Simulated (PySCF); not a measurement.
One formula, C9H14O, several structures.

PySCF, CAM-B3LYP/def2-SVPD, density fitting, gas phase; each molecule at its own PBE0-D3(BJ)/def2-SVP geometry, one conformer. Singlet excitations by full TDDFT with frozen cores, triplets by Tamm–Dancoff TDDFT and ionisation energies by ΔSCF, from the lowest of the holes tried. 

Torsions of the conformers computed, which needn't be the lowest (atom-mapped SMILES):
- `[CH3:1][CH2:2][O:3]/[CH:4]=[CH:5]\[C@@H:6]1[CH2:7][C:8]12[CH2:9][CH2:10]2`: C1–C2–O3–C4 169°, C2–O3–C4–C5 8°, C4–C5–C6–C7 -136°

The conformers of `C=C1C[C@@H](C)[C@@H](C(C)=O)C1`, `CC1=CC(=O)CC(C)(C)C1`, `CC1(C)[C@@H]2CCC(=O)[C@H]1C2` and `C[C@@]12C=C[C@@](CO)(CC1)C2` aren't listed.

Reference: `C=C1C[C@@H](C)[C@@H](C(C)=O)C1`, with HOMO energy -8.28 eV, LUMO energy 0.67 eV, lowest singlet excitation 4.46 eV, lowest triplet excitation 3.91 eV, mean polarisability 106.5 au and vertical ionisation energy 8.99 eV.

Changes against it:

```tsv
molecule	Δ electronic energy (kcal/mol)	Δ HOMO energy (eV)	Δ LUMO energy (eV)	Δ lowest singlet excitation (eV)	Δ lowest triplet excitation (eV)	Δ mean polarisability (au)	Δ vertical ionisation energy (eV)
CC1(C)[C@@H]2CCC(=O)[C@H]1C2	+1.5	-0.12	+0.19	-0.02	0.00	-5.6	+0.08
C[C@@]12C=C[C@@](CO)(CC1)C2	+10.4	-0.06	+0.51	+2.12	+0.14	-3.5	-0.03
```

Rows whose labels were lost:

```json
{"row": "P", "Δ electronic energy (kcal/mol)": "+56.4", "Δ HOMO energy (eV)": "+0.98", "Δ LUMO energy (eV)": "+0.63", "Δ lowest singlet excitation (eV)": "+1.43", "Δ lowest triplet excitation (eV)": "+0.26", "Δ mean polarisability (au)": "+6.2", "Δ vertical ionisation energy (eV)": "-1.07"}
{"row": "Q", "Δ electronic energy (kcal/mol)": "-12.9", "Δ HOMO energy (eV)": "-0.16", "Δ LUMO energy (eV)": "-0.89", "Δ lowest singlet excitation (eV)": "-0.54", "Δ lowest triplet excitation (eV)": "-0.47", "Δ mean polarisability (au)": "+1.9", "Δ vertical ionisation energy (eV)": "-0.03"}
```

Task: Which row belongs to which of `CC1=CC(=O)CC(C)(C)C1` and `CCO/C=C\[C@@H]1CC12CC2`?

Result: P = `CCO/C=C\[C@@H]1CC12CC2` and Q = `CC1=CC(=O)CC(C)(C)C1`. P and Q are told apart most clearly by the electronic energy (+56.4 against -12.9 kcal/mol).

Task: Which row has the smallest HOMO–LUMO gap and which the largest, and does the HOMO or the LUMO shift more there?

Result: Smallest, counted from the reference: Q, -0.73 eV (HOMO -0.16, LUMO -0.89), the larger shift being that of the LUMO. Largest: `C[C@@]12C=C[C@@](CO)(CC1)C2`, +0.57 eV (HOMO -0.06, LUMO +0.51), the larger shift being that of the LUMO.
